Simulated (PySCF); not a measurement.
Constitutional and geometric isomers with formula C3H5N. Gas-phase values, no solvent. One relaxed conformer stands for each flexible species; it need not be the lowest. Strings in code marks are SMILES.

Computed with PBE-D3(BJ)/def2-TZVP // PBE0-D4/def2-TZVP (PySCF). All candidates: neutral, multiplicity 1. Excitations are Tamm–Dancoff values on a coarser integration grid. The basis has no diffuse functions, so Rydberg states are missing or too high.

```json
{
  "S1 excitation (TDA)": "4.39 eV",
  "HOMO–LUMO gap": "4.20 eV",
  "dipole_moment": "1.57 D"
}
```

**Question.** Identify which member has these values.
A) `C1=CNC1`
B) `C=C=NC`
C) `NC1=CC1`
D) `CC=C=N`

**Answer.** D, `CC=C=N`. The others give `NC1=CC1`: 4.97 eV, 4.85 eV, 2.14 D; `C1=CNC1`: 5.54 eV, 4.69 eV, 1.05 D; `C=C=NC`: 4.71 eV, 4.52 eV, 1.35 D
